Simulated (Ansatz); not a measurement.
# Redistribution: C2H3BrO + C2H5I → C2H3IO + C2H5Br

Gas-phase species: C2H3BrO `CC(=O)Br`, singlet; C2H5I (iodoethane) `CCI`, singlet; C2H3IO (acetyl iodide) `CC(=O)I`, singlet; C2H5Br (bromoethane) `CCBr`, singlet. The partners trade Br for I; both sit on C, so the bond types are kept.

Shapes, held fixed at every level: PBE0-D4/def2-TZVP. Programs: Ansatz 0.2.0. The zero-point and thermal change to 298 K, harmonic and unscaled (PBE0-D4/def2-TZVP), is +0.3 kJ/mol.

(1) Estimate the reaction enthalpy at 298 K.

Results:

(1) From tabulated heats of formation (Active Thermochemical Tables, CRC Handbook of Chemistry and Physics), ΔH(298 K) = +7.9 kJ/mol. All levels lie within 4 kJ/mol, near the uncertainty of the heats themselves, so they can't be ranked here. The heats of C2H3BrO (acetyl bromide), C2H3IO (acetyl iodide) come from older tables and can be uncertain by 10 kJ/mol or more. For atoms past krypton def2 sets carry core potentials with scalar relativity. Relativity is left out for Br. Outer-core shells of Br, I are correlated, in sets that cover them unevenly.

| level | kind | ΔH (kJ/mol) | computed − measured |
| --- | --- | --- | --- |
| HF/def2-SVP | Hartree–Fock | +8.9 | +1.0 |
| SPW92/def2-TZVPP | LDA | +5.8 | -2.1 |
| PBE-D4/def2-TZVPP | GGA | +4.6 | -3.3 |
| r2SCAN0-D4/def2-TZVPP | global hybrid | +6.4 | -1.6 |
| B2PLYP/def2-TZVPP | double hybrid | +5.4 | -2.5 |
| CCSD/def2-SVP | coupled cluster or CI | +7.4 | -0.6 |
| CCSD(T)/def2-TZVPP | coupled cluster or CI | +7.2 | -0.8 |
